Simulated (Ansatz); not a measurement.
```yaml
crystal:
  periodic: [false, false, false]
  atoms:
    - {symbol: N, position_ang: [0.715939, -0.792685, 1.230995]}
    - {symbol: C, position_ang: [0.029599, -0.675210, 0.197283]}
    - {symbol: F, position_ang: [-0.510323, -1.810190, -0.298527]}
    - {symbol: Zn, position_ang: [-0.444443, 0.851406, -0.890593]}
    - {symbol: F, position_ang: [-0.837487, 2.265137, -1.830728]}
    - {symbol: H, position_ang: [1.088717, 0.097442, 1.545472]}
basis:
  gaussian: {orbitals: def2-TZVPD}
hamiltonian: {xc: {name: r2SCAN0}}
```

```sh
$ ansatz run in.yaml --threads 4 --pin off --events-out ev --progress --plain --max-ram 10444MiB
```

Output, abridged:

```
Functional definition: r2SCAN0
1335 factors; their error is unknown
mean field evaluation 1: about -56385.6126 eV, gradient 7.3e1 eV
mean field evaluation 2: about -56360.3880 eV, gradient 1.4e2 eV
mean field evaluation 4: about -56394.1079 eV, gradient 8.1e0 eV
mean field evaluation 8: about -56394.2170 eV, gradient 2.1e-1 eV
mean field evaluation 16: about -56394.3339 eV, gradient 4.9e-4 eV
mean field -56394.33390665 eV, -2072.4535456168 hartree, gradient 6.4e-5 eV, S^2 0.000000; 0 other end points of the search recorded, 0 dependent functions left out
reference -56394.33392210 eV, -2072.4535461846 hartree; 31, 31 occupied and 183, 183 virtual orbitals, 1335 factors
Total energy: -56394.33392210 eV, -2072.4535461846 hartree
```

Run time 4.9 s (4 threads of an Arm Neoverse V1 on a shared host); peak host memory 0.45 GiB.
